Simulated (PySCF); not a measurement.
**Bi(2+): excitation energy**

Bi(2+) [Xe] 4f14 5d10 6s2 6p1 (2P) → Bi(2+) [Xe] 4f14 5d10 6s1 6p1 6d1 (high-spin determinant), as a difference of total energies. Calculation: PySCF 2.14, in aug-cc-pwCVTZ-DK3 (11s10p8d5f1g, 125 functions); the spin-free X2C one-electron Hamiltonian (Gaussian nucleus). Correlated levels: valence: [Xe] 4f14 5d10 frozen; valence and next inner shell: [Kr] 4d10 4f14 frozen. The calculations carry no spin-orbit coupling.

```json
{"method": "UHF", "excitation energy (eV)": "19.832"}
{"method": "LDA", "excitation energy (eV)": "21.574"}
{"method": "PBE", "excitation energy (eV)": "21.095"}
{"method": "PBE0", "excitation energy (eV)": "20.993"}
{"method": "r2SCAN", "excitation energy (eV)": "21.124"}
{"method": "MP2 (valence)", "excitation energy (eV)": "20.388"}
{"method": "SCS-MP2 (valence)", "excitation energy (eV)": "20.672"}
{"method": "MP2 (valence and next inner shell)", "excitation energy (eV)": "21.688"}
{"method": "SCS-MP2 (valence and next inner shell)", "excitation energy (eV)": "21.735"}
```

Q: How much does correlation contribute at MP2 (valence and next inner shell)?

A: 21.688 − (19.832) = 1.856 eV, measured against UHF.

A first-order spin-orbit estimate (lowest level to lowest level, LS coupling) adds 0.249 eV.

The promoted electron is Rydberg-like, and one or two diffuse shells describe it only roughly, which tends to raise the upper state.

The determinant of the upper state mixes LS terms, which raises its energy above the lowest term, most at the Hartree-Fock and MP2 levels.
